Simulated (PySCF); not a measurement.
# How methods differ on the excitation energy of Br²⁺

Br²⁺ [Ar] 3d10 4s2 4p3 (4S) → Br²⁺ [Ar] 3d10 4s2 4p2 4d1 (high-spin determinant), as a difference of total energies. Calculation: PySCF 2.14, in aug-cc-pVTZ-PP with one added diffuse shell each of s, d, f type with ECP10MDF (7s5p5d3f, 68 functions); a scalar-relativistic core potential. The calculations carry no spin-orbit coupling.

```tsv
method	excitation energy (eV)
r2SCAN	17.677
B2PLYP	17.518
r2SCANh	17.759
```

The promoted electron is Rydberg-like, and one or two diffuse shells describe it only roughly, which tends to raise the upper state.

The determinant of the upper state mixes LS terms, which raises its energy above the lowest term, most at the Hartree-Fock and MP2 levels.
